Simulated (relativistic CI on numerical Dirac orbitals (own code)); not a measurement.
# Line list: Electric-dipole lines, Os²⁰⁺

Calculated at this level of theory: Dirac-Coulomb-Breit CI, KLI orbitals optimised for each configuration, model QED (radiative potential, 1s self-energy scaled to tabulated hydrogen-like ionisation energies), unscaled Slater integrals (own radial code, finite nucleus).

CI space (outside the closed core [Ar] 3d10): 4s²4p⁶4d¹⁰4f¹⁰, 4s²4p⁶4d¹⁰4f⁹5s, 4s²4p⁶4d¹⁰4f⁸5s², 4s²4p⁶4d¹⁰4f⁹5p, 4s²4p⁶4d¹⁰4f⁸5s5p, 4s²4p⁶4d⁹4f¹¹, 4s²4p⁶4d⁸4f¹², 4s²4p⁶4d¹⁰4f⁹5f, 4s²4p⁶4d¹⁰4f⁹6s, 4s²4p⁵4d¹⁰4f¹¹, 4s²4p⁶4d¹⁰4f⁹7s, 4s²4p⁴4d¹⁰4f¹², 4p⁶4d¹⁰4f¹². Levels of other configurations are missing.

```
λ vac (Å)                     Lower                        Upper   A (s⁻¹)        gf  Branching (%)
   217.87    4s²4p⁶4d¹⁰4f¹⁰ ⁵I8 [1]   4s²4p⁶4d¹⁰4f⁹5s ³I°7 [394]  4.81e+04  5.14e-06           11.8
   221.75    4s²4p⁶4d¹⁰4f¹⁰ ⁵I8 [1]   4s²4p⁶4d¹⁰4f⁹5s ⁵I°8 [380]  7.93e+04  9.94e-06           53.3
   227.61    4s²4p⁶4d¹⁰4f¹⁰ ⁵I8 [1]   4s²4p⁶4d¹⁰4f⁹5s ³I°7 [358]  6.61e+04  7.70e-06           17.7
   242.52    4s²4p⁶4d¹⁰4f¹⁰ ³K8 [9]   4s²4p⁶4d¹⁰4f⁹5s ³I°7 [394]  8.49e+04  1.12e-05           20.8
   244.09    4s²4p⁶4d¹⁰4f¹⁰ ⁵I8 [1]   4s²4p⁶4d¹⁰4f⁹5s ³I°7 [293]  5.57e+04  7.46e-06           17.4
   245.16    4s²4p⁶4d¹⁰4f¹⁰ ⁵I8 [1]   4s²4p⁶4d¹⁰4f⁹5s ³K°8 [286]  3.45e+04  5.29e-06           28.1
   249.02    4s²4p⁶4d¹⁰4f¹⁰ ⁵I8 [1]   4s²4p⁶4d¹⁰4f⁹5s ⁵K°9 [271]  9.10e+04  1.61e-05           49.6
   260.72   4s²4p⁶4d¹⁰4f¹⁰ ³L9 [17]  4s²4p⁶4d¹⁰4f⁹5s ³M°10 [376]  1.00e+05  2.15e-05           21.6
   260.77    4s²4p⁶4d¹⁰4f¹⁰ ⁵I7 [2]   4s²4p⁶4d¹⁰4f⁹5s ⁵K°8 [274]  7.43e+04  1.29e-05           45.4
   265.71    4s²4p⁶4d¹⁰4f¹⁰ ⁵I6 [3]   4s²4p⁶4d¹⁰4f⁹5s ⁵K°7 [280]  5.98e+04  9.50e-06           30.1
   269.95  4s²4p⁶4d¹⁰4f¹⁰ ³M10 [25]  4s²4p⁶4d¹⁰4f⁹5s ³M°10 [376]  3.02e+05  6.93e-05           65.1
   275.46   4s²4p⁶4d¹⁰4f¹⁰ ³L9 [17]   4s²4p⁶4d¹⁰4f⁹5s ³K°8 [333]  8.69e+04  1.68e-05           25.0
   283.96    4s²4p⁶4d¹⁰4f¹⁰ ⁵I8 [1]   4s²4p⁶4d¹⁰4f⁹5s ⁵H°7 [164]  4.94e+04  8.95e-06           55.6
   285.44    4s²4p⁶4d¹⁰4f¹⁰ ⁵I4 [7]   4s²4p⁶4d¹⁰4f⁹5s ³H°5 [248]  7.30e+04  9.81e-06           23.2
   286.63   4s²4p⁶4d¹⁰4f¹⁰ ³L7 [40]   4s²4p⁶4d¹⁰4f⁹5s ³M°8 [367]  1.76e+05  3.68e-05           29.3
   287.61   4s²4p⁶4d¹⁰4f¹⁰ ³M9 [42]   4s²4p⁶4d¹⁰4f⁹5s ³M°9 [370]  2.44e+05  5.75e-05           48.6
   294.25   4s²4p⁶4d¹⁰4f¹⁰ ⁵G6 [10]   4s²4p⁶4d¹⁰4f⁹5s ⁵H°7 [246]  9.71e+04  1.89e-05           38.9
   299.93    4s²4p⁶4d¹⁰4f¹⁰ ⁵I8 [1]   4s²4p⁶4d¹⁰4f⁹5s ⁵M°8 [139]  2.62e+04  6.00e-06           29.3
   299.96    4s²4p⁶4d¹⁰4f¹⁰ ⁵I7 [2]   4s²4p⁶4d¹⁰4f⁹5s ⁵H°6 [166]  5.30e+04  9.30e-06           39.6
   300.18   4s²4p⁶4d¹⁰4f¹⁰ ⁵G6 [10]   4s²4p⁶4d¹⁰4f⁹5s ³H°6 [232]  9.77e+04  1.72e-05           23.4
   310.90    4s²4p⁶4d¹⁰4f¹⁰ ⁵I5 [6]   4s²4p⁶4d¹⁰4f⁹5s ⁵K°6 [183]  5.23e+04  9.85e-06           27.4
   311.96    4s²4p⁶4d¹⁰4f¹⁰ ³D2 [5]   4s²4p⁶4d¹⁰4f⁹5s ⁵F°2 [179]  1.56e+05  1.13e-05           48.3
   314.80    4s²4p⁶4d¹⁰4f¹⁰ ³K8 [9]   4s²4p⁶4d¹⁰4f⁹5s ³L°9 [190]  9.18e+04  2.59e-05           46.8
   316.06    4s²4p⁶4d¹⁰4f¹⁰ ⁵I7 [2]   4s²4p⁶4d¹⁰4f⁹5s ⁵I°7 [141]  6.63e+04  1.49e-05           48.7
   316.53    4s²4p⁶4d¹⁰4f¹⁰ ⁵I8 [1]   4s²4p⁶4d¹⁰4f⁹5s ⁵I°8 [124]  5.20e+04  1.33e-05           65.0
   321.57    4s²4p⁶4d¹⁰4f¹⁰ ³G5 [4]   4s²4p⁶4d¹⁰4f⁹5s ⁵I°5 [148]  4.69e+04  8.00e-06           21.2
   323.58    4s²4p⁶4d¹⁰4f¹⁰ ³G5 [4]   4s²4p⁶4d¹⁰4f⁹5s ³G°5 [145]  7.55e+04  1.30e-05           27.0
   328.61   4s²4p⁶4d¹⁰4f¹⁰ ³K7 [16]   4s²4p⁶4d¹⁰4f⁹5s ³K°7 [193]  6.21e+04  1.51e-05           36.2
   328.62   4s²4p⁶4d¹⁰4f¹⁰ ³K6 [23]   4s²4p⁶4d¹⁰4f⁹5s ³K°6 [222]  1.07e+05  2.25e-05           49.9
   344.91    4s²4p⁶4d¹⁰4f¹⁰ ³D2 [5]   4s²4p⁶4d¹⁰4f⁹5s ⁵F°2 [132]  8.57e+04  7.64e-06           33.3
```

Terms are leading LS components. Brackets give the number of a level in order of energy, since labels repeat. The list gives strong lines, with weight on those to low levels, without lines whose two gauges differ by over a factor of 2.5, among the lowest 400 of 9907 levels, so that lines to higher ones, which can be the strongest, are missing. Levels whose partners in the same complex of configurations lie outside the list can be far off, and so can their lines. Rates are taken at the computed energies, electric ones in the length gauge.

At this charge energies of transitions that change n are usually good to better than 1 %, and those within a shell (Δn = 0) to a few per cent. Terms inside the open d or f shell come out 10 to 20 % too wide with unscaled integrals.

LS names give the leading component of a level, which can be under half, so a name can repeat, a term be missing and a line seem to break the LS rules.
